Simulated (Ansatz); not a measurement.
FeBr₃⁻. Total charge -1; quintet. Geometry r2SCAN-D4/def2-SVP, that of the neutral sextet; atoms count from 1.

```tsv
atom	x (Å)	y (Å)	z (Å)
Fe1	-0.0049	-0.0044	-0.0025
Br2	0.8202	-1.6874	1.2980
Br3	-1.6243	1.3794	0.8144
Br4	0.8090	0.3124	-2.1100
```

(1) Estimate the Mulliken populations from the PBE0/def2-TZVPD orbitals of Ansatz.

(2) Where does the spin sit?

(3) And the Mayer bond orders between heavy atoms (over 0.3)?

## Answers

(1) 
```
atom  charge (e)  spin (α − β)  d electrons
 Fe1        0.22          3.73         6.38
 Br2       -0.41          0.09            –
 Br3       -0.41          0.09            –
 Br4       -0.41          0.09            –
```
Mulliken values depend strongly on the basis. With diffuse functions, as here, like atoms can get unlike values, and bond orders can come out too low or too high.

(2) Summed by element: Fe 3.73, Br 0.27, of 4 unpaired in all. Largest on single atoms: Fe1 3.73, Br4 0.09, Br3 0.09.

(3) Fe1–Br2 0.97 (2.28 Å); Fe1–Br3 0.97 (2.28 Å); Fe1–Br4 0.97 (2.28 Å).
